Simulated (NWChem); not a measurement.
System: SiCl3F; SMILES F[Si](Cl)(Cl)Cl

Excerpt of the output:

```
             Northwest Computational Chemistry Package (NWChem) 7.3.0
             --------------------------------------------------------

                             Geometry "geometry" -> ""
                             -------------------------

 Output coordinates in angstroms (scale by  1.889725989 to convert to a.u.)

  No.       Tag          Charge          X              Y              Z
 ---- ---------------- ---------- -------------- -------------- --------------
    1 F                    9.0000     0.00000000     0.00000000     1.83886400
    2 Si                  14.0000     0.00000000     0.00000000     0.23639400
    3 Cl                  17.0000     1.76747600     0.76168000    -0.40065300
    4 Cl                  17.0000    -1.54337200     1.14983900    -0.40065300
    5 Cl                  17.0000    -0.22410400    -1.91151900    -0.40065300

 Effective nuclear repulsion energy (a.u.)     447.8674413284

  pbe96 is a nonlocal functional; adding pw91lda local functional.

                                 NWChem DFT Module
                                 -----------------

 Summary of "ao basis" -> "ao basis" (spherical)
 ------------------------------------------------------------------------------
       Tag                 Description            Shells   Functions and Types
 ---------------- ------------------------------  ------  ---------------------
 F                         def2-svpd                 9       23   4s3p2d
 Si                        def2-svpd                10       24   5s3p2d
 Cl                        def2-svpd                11       27   5s4p2d

            General Information
            -------------------
          SCF calculation type: DFT
          Wavefunction type:  closed shell.
          No. of atoms     :     5
          No. of electrons :    74
           Alpha electrons :    37
            Beta electrons :    37
          Charge           :     0
          Spin multiplicity:     1
          Use of symmetry is: off; symmetry adaption is: off
          Maximum number of iterations: 150
          AO basis - number of functions:   128
                     number of shells:    52
          Convergence on energy requested:  1.00D-06
          Convergence on density requested:  1.00D-05
          Convergence on gradient requested:  5.00D-04

              XC Information
              --------------
          PerdewBurkeErnzerhof Exchange Functional  1.000
            Perdew 1991 LDA Correlation Functional  1.000 local
           PerdewBurkeErnz. Correlation Functional  1.000 non-local

[...]

                                NWChem TDDFT Module
                                -------------------

            General Information
            -------------------
           No. of orbitals :     256
            Alpha orbitals :     128
             Beta orbitals :     128
        Alpha frozen cores :       0
         Beta frozen cores :       0
     Alpha frozen virtuals :       0
      Beta frozen virtuals :       0
         Spin multiplicity :       1
    Number of AO functions :     128
        Use of symmetry is : off
      Symmetry adaption is : off
         Schwarz screening :  0.10D-07

              XC Information
              --------------
   PerdewBurkeErnzerhof Exchange Functional   1.00
     Perdew 1991 LDA Correlation Functional   1.00 local
    PerdewBurkeErnz. Correlation Functional   1.00 non-local

             TDDFT Information
             -----------------
          Calculation type : Tamm-Dancoff TDDFT
         Wavefunction type : Restricted singlets
          No. of electrons :      74
           Alpha electrons :      37
            Beta electrons :      37
              No. of roots :       6
          Max subspacesize :    5200
            Max iterations :     100
               Target root :       1
           Target symmetry : none
      Symmetry restriction : off
                 Algorithm : Optimal
        Davidson threshold :  0.10D-03

    6 smallest eigenvalue differences (eV)
--------------------------------------------------------
  No. Spin  Occ  Vir  Irrep   E(Occ)    E(Vir)   E(Diff)
--------------------------------------------------------
    1    1   37   38 a        -0.307    -0.067     6.513
    2    1   36   38 a        -0.317    -0.067     6.787
    3    1   35   38 a        -0.317    -0.067     6.787
    4    1   34   38 a        -0.340    -0.067     7.427
    5    1   33   38 a        -0.340    -0.067     7.427
    6    1   32   38 a        -0.347    -0.067     7.596
--------------------------------------------------------

  Entering Davidson iterations
  Restricted singlet excited states

  Iter   NTrls   NConv    DeltaV     DeltaE      Time
  ----  ------  ------  ---------  ---------  ---------
    1      6       0     0.66E-01   0.10+100       10.1
    2     12       0     0.29E-01   0.66E-02        8.6
    3     18       0     0.10E-01   0.11E-02        7.9
    4     24       1     0.19E-02   0.97E-04       10.2
    5     29       5     0.59E-03   0.49E-05        6.6
    6     30       6     0.87E-04   0.47E-06        3.6
  ----  ------  ------  ---------  ---------  ---------
  Convergence criterion met

  Ground state a       -1768.768641172588 a.u.

  ----------------------------------------------------------------------------
  Root   1 singlet a              0.245557234 a.u.                6.6820 eV
  ----------------------------------------------------------------------------
     Transition Moments    X -0.00000   Y -0.00000   Z  0.00000
     Dipole Oscillator Strength                    0.0000000000
     Electric Quadrupole                           0.0000000000
     Magnetic Dipole                               0.0000000052
     Total Oscillator Strength                     0.0000000052

[...]
```

Level: PBE/def2-SVPD, TDA. The geometry was optimised at PBE0/def2-SVP.

Question: Write an input that gives this output.

Answer: One answer among several that fit: the input that was run:
```
start job
memory heap 200 mb stack 900 mb global 1100 mb
geometry units angstroms noautosym nocenter noautoz
  F      0.000000     0.000000     1.838864
  Si     0.000000     0.000000     0.236394
  Cl     1.767476     0.761680    -0.400653
  Cl    -1.543372     1.149839    -0.400653
  Cl    -0.224104    -1.911519    -0.400653
end
basis spherical
  * library def2-svpd
end
dft
  xc xpbe96 cpbe96
  iterations 150
end
tddft
  cis
  nroots 6
  notriplet
end
task tddft energy
```
